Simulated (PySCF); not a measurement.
Geometry (Å), atoms numbered from 1 in this order:
```xyz
21

C     3.8018   -0.5740    0.3702
C     2.4945   -0.8453    0.5305
B     1.4087   -0.1194   -0.3020
C    -0.1279   -0.3466   -0.1150
C    -0.6807    0.7781    0.7938
C    -2.2067    0.7404    0.5799
C    -2.4293    0.0452   -0.7806
C    -1.0248   -0.2035   -1.3479
H     4.5907   -1.0762    0.9426
H     4.1320    0.1761   -0.3573
H     2.2186   -1.6072    1.2723
H     1.7805    0.7232   -1.0991
H    -0.3384   -1.3127    0.3814
H    -0.3930    0.6581    1.8492
H    -0.2777    1.7509    0.4617
H    -2.6894    0.1714    1.3894
H    -2.6392    1.7521    0.6104
H    -3.0531    0.6408   -1.4646
H    -2.9526   -0.9133   -0.6373
H    -0.9820   -1.0763   -2.0179
H    -0.6901    0.6675   -1.9374
```

Geometry: PBE0-D3(BJ)/def2-SVP; GIAO shifts from PySCF, gas phase, non-relativistic, averaged over equivalent atoms.

At CAM-B3LYP/pcSseg-1 (201 basis functions, 81 s wall time on 1 thread of an Arm Neoverse N1, shared host):
| atoms | δ (ppm) |
| --- | --- |
| C1 | 164.4 |
| C2 | 155.2 |
| C4 | 42.1 |
| C5/C8 | 32.2 |
| C6/C7 | 27.3 |
| B3 | 80.5 |
| H11 | 6.94 |
| H9 | 6.86 |
| H10 | 6.62 |
| H12 | 6.41 |
| H17/H18 | 1.73 |
| H16/H19 | 1.58 |
| H14/H20 | 1.51 |
| H13 | 1.40 |
| H15/H21 | 1.22 |

Shifts are taken against calculated references (same method and geometry level): TMS for 13C (σref 182.45), 1H (σref 31.33); 11B (σref 99.35) against BF3·OEt2.

Predict the values at PBE0/pcSseg-1 on the same geometry.

## Answers


```
  atoms  δ at PBE0/pcSseg-1  change
     C1               161.9    -2.5
     C2               152.6    -2.6
     C4                42.4    +0.3
  C5/C8                32.8    +0.6
  C6/C7                27.8    +0.5
     B3                77.1    -3.4
    H11                7.06   +0.12
     H9                6.94   +0.08
    H10                6.69   +0.07
    H12                6.49   +0.08
H17/H18                1.75   +0.02
H16/H19                1.60   +0.02
H14/H20                1.55   +0.04
    H13                1.48   +0.08
H15/H21                1.26   +0.04
```

Shifts are taken against calculated references (same method and geometry level): TMS for 13C (184.41 ppm), 1H (31.27 ppm); BF3·OEt2 for 11B (100.73 ppm).

The largest change is at B3 (boron bonded to 2 C, H). Cost: 201 basis functions, 65 s wall time on 1 thread of an Arm Neoverse N1, shared host. The order of the carbon signals is the same at both levels.

A carbon bonded to boron is broadened by the quadrupolar boron nucleus and is often missing from a measured spectrum. The carbons averaged at δ 32.2 differ by 8 ppm in this conformer.
